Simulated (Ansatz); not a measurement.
`CS[SiH2]BO`, relaxed with RKS PBE0-D4/def2-TZVP in Ansatz 0.2.0 from a PBE-D4/def2-SVP geometry. The force threshold is 0.005 eV/Å; the program also tests the step.

Charge 0, multiplicity 1.

Start:

```xyz
12

C    -1.033    1.035   -1.418
S    -1.521   -0.705   -1.078
Si   -0.448   -1.039    0.775
B     1.538   -0.646    0.510
O     2.210    0.309    1.206
H    -1.566    1.336   -2.341
H     0.057    1.131   -1.593
H    -1.342    1.713   -0.598
H    -0.723   -2.481    1.113
H    -1.024   -0.177    1.886
H     2.198   -1.234   -0.333
H     1.654    0.759    1.872
```

```json
{"step": "1", "energy (eV)": "-22579.5755", "largest force (eV/Å)": "0.693", "largest move (Å)": "0.000"}
{"step": "2", "energy (eV)": "-22579.6208", "largest force (eV/Å)": "0.219", "largest move (Å)": "0.043"}
{"step": "3 (rejected)", "energy (eV)": "-22579.6203", "largest force (eV/Å)": "0.258", "largest move (Å)": "0.041"}
{"step": "4", "energy (eV)": "-22579.6253", "largest force (eV/Å)": "0.061", "largest move (Å)": "0.014"}
{"step": "5", "energy (eV)": "-22579.6254", "largest force (eV/Å)": "0.032", "largest move (Å)": "0.008"}
{"step": "6", "energy (eV)": "-22579.6256", "largest force (eV/Å)": "0.021", "largest move (Å)": "0.006"}
{"step": "7", "energy (eV)": "-22579.6257", "largest force (eV/Å)": "0.032", "largest move (Å)": "0.006"}
{"step": "8", "energy (eV)": "-22579.6257", "largest force (eV/Å)": "0.021", "largest move (Å)": "0.005"}
{"step": "9", "energy (eV)": "-22579.6258", "largest force (eV/Å)": "0.010", "largest move (Å)": "0.016"}
{"step": "10", "energy (eV)": "-22579.6258", "largest force (eV/Å)": "0.017", "largest move (Å)": "0.015"}
{"step": "11", "energy (eV)": "-22579.6259", "largest force (eV/Å)": "0.029", "largest move (Å)": "0.044"}
{"step": "12 (rejected)", "energy (eV)": "-22579.6257", "largest force (eV/Å)": "0.064", "largest move (Å)": "0.054"}
{"step": "13", "energy (eV)": "-22579.6259", "largest force (eV/Å)": "0.094", "largest move (Å)": "0.026"}
{"step": "14", "energy (eV)": "-22579.6260", "largest force (eV/Å)": "0.029", "largest move (Å)": "0.010"}
{"step": "15", "energy (eV)": "-22579.6261", "largest force (eV/Å)": "0.016", "largest move (Å)": "0.014"}
{"step": "16", "energy (eV)": "-22579.6261", "largest force (eV/Å)": "0.014", "largest move (Å)": "0.010"}
{"step": "17", "energy (eV)": "-22579.6261", "largest force (eV/Å)": "0.007", "largest move (Å)": "0.013"}
{"step": "18", "energy (eV)": "-22579.6261", "largest force (eV/Å)": "0.005", "largest move (Å)": "0.007"}
{"step": "19", "energy (eV)": "-22579.6261", "largest force (eV/Å)": "0.007", "largest move (Å)": "0.010"}
{"step": "20", "energy (eV)": "-22579.6261", "largest force (eV/Å)": "0.002", "largest move (Å)": "0.004"}
```

End:

```xyz
12

C    -1.020    1.039   -1.360
S    -1.470   -0.700   -1.096
Si   -0.448   -1.052    0.748
B     1.537   -0.685    0.510
O     2.168    0.346    1.114
H    -1.510    1.355   -2.281
H     0.057    1.162   -1.478
H    -1.378    1.666   -0.542
H    -0.740   -2.470    1.087
H    -1.020   -0.175    1.821
H     2.218   -1.348   -0.222
H     1.607    0.861    1.700
```

Run time 86 s (4 threads of an Arm Neoverse V1 on a shared host); peak host memory 0.58 GiB.
